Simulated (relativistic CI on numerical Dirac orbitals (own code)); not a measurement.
**Forbidden transitions in Ni¹⁰⁺**

Computed by Dirac-Coulomb-Breit CI, KLI orbitals optimised for each configuration, model QED (radiative potential, 1s self-energy scaled to tabulated hydrogen-like ionisation energies), unscaled Slater integrals (own radial code, finite nucleus).

CI space (outside the closed core [Ne]): 3s2 3p6, 3s2 3p5 3d, 3s 3p6 3d, 3s2 3p5 4s, 3s2 3p5 4p, 3s2 3p5 4d, 3s 3p6 4s, 3s2 3p5 4f, 3s 3p6 4p, 3p6 3d2, 3p5 3d3, 3p5 3d2 4s, 3p5 3d2 4p, 3p5 3d2 4d. Double excitations out of closed p, d and f shells are left out; levels of such configurations are missing from the list, as are those of other unlisted configurations, and high levels can miss mixing partners. These lack a partner that the ground configuration has and come out too high: 3s2 3p5 4f.

```csv
λ vac (nm),Lower,Upper,Type,A (s⁻¹),E lower (cm⁻¹),E upper (cm⁻¹)
5.3003,3s2 3p5 3d 3F°_4 [5],3p5 3d3 3H°_6 [138],E2,1.17e+02,487193,2373882
5.4147,3s2 3p5 3d 3F°_4 [5],3p5 3d3 3I°_6 [103],E2,4.46e+03,487193,2334022
5.4445,3s2 3p5 3d 3F°_4 [5],3p5 3d3 3H°_6 [99],E2,7.62e+04,487193,2323916
5.5603,3s2 3p5 3d 3F°_4 [5],3p5 3d3 5G°_6 [82],E2,2.20e+02,487193,2285671
10.296,3s 3p6 3d 3D_2 [15],3p6 3d2 3P_0 [66],E2,9.49e+06,909590,1880810
10.612,3s 3p6 3d 3D_3 [16],3p6 3d2 3F_4 [64],E2,6.81e+06,911647,1854003
10.761,3s 3p6 3d 1D_2 [17],3p6 3d2 1G_4 [69],E2,7.24e+06,962575,1891831
12.331,3s2 3p5 3d 3P°_2 [4],3s2 3p5 4s 3P°_0 [20],E2,9.45e+05,475045,1285978
12.510,3s2 3p5 3d 3P°_0 [2],3s2 3p5 4s 3P°_2 [18],E2,2.69e+05,463092,1262475
12.570,3s2 3p5 3d 3P°_1 [3],3s2 3p5 4s 3P°_2 [18],E2,6.56e+05,466950,1262475
12.700,3s2 3p5 3d 3P°_2 [4],3s2 3p5 4s 3P°_2 [18],E2,6.18e+05,475045,1262475
12.702,3s2 3p5 3d 3F°_2 [7],3s2 3p5 4s 3P°_0 [20],E2,1.60e+06,498700,1285978
12.899,3s2 3p5 3d 3F°_4 [5],3s2 3p5 4s 3P°_2 [18],E2,2.02e+06,487193,1262475
12.976,3s2 3p5 3d 3F°_3 [6],3s2 3p5 4s 3P°_2 [18],E2,7.18e+05,491822,1262475
13.227,3s2 3p5 3d 1D°_2 [9],3s2 3p5 4s 3P°_0 [20],E2,1.56e+06,529955,1285978
13.371,3s2 3p5 3d 3D°_2 [11],3s2 3p5 4s 3P°_0 [20],E2,1.30e+06,538096,1285978
13.570,3s2 3p5 3d 3D°_3 [8],3s2 3p5 4s 3P°_2 [18],E2,5.20e+05,525572,1262475
21.051,3s2 3p6 1S_0 [1],3s2 3p5 3d 3P°_2 [4],M2,1.27e+02,0,475045
158.60,3s2 3p5 3d 3P°_2 [4],3s2 3p5 3d 3D°_2 [11],M1,2.08e+02,475045,538096
185.01,3s2 3p5 3d 3F°_4 [5],3s2 3p5 3d 1F°_3 [12],M1,3.04e+02,487193,541243
```

Terms are leading LS components. Brackets give the number of a level in order of energy, since labels repeat. The list gives strong lines, with weight on those to low levels, among the lowest 177 of 912 levels, so that lines to higher ones, which can be the strongest, are missing. Levels whose partners in the same complex of configurations lie outside the list can be far off, and so can their lines. Rates are taken at the computed energies, electric ones in the length gauge.

At this charge energies of transitions that change n are usually good to better than 1 %, and those within a shell (Δn = 0) to a few per cent.

LS names give the leading component of a level, which can be under half, so a name can repeat, a term be missing and a line seem to break the LS rules.
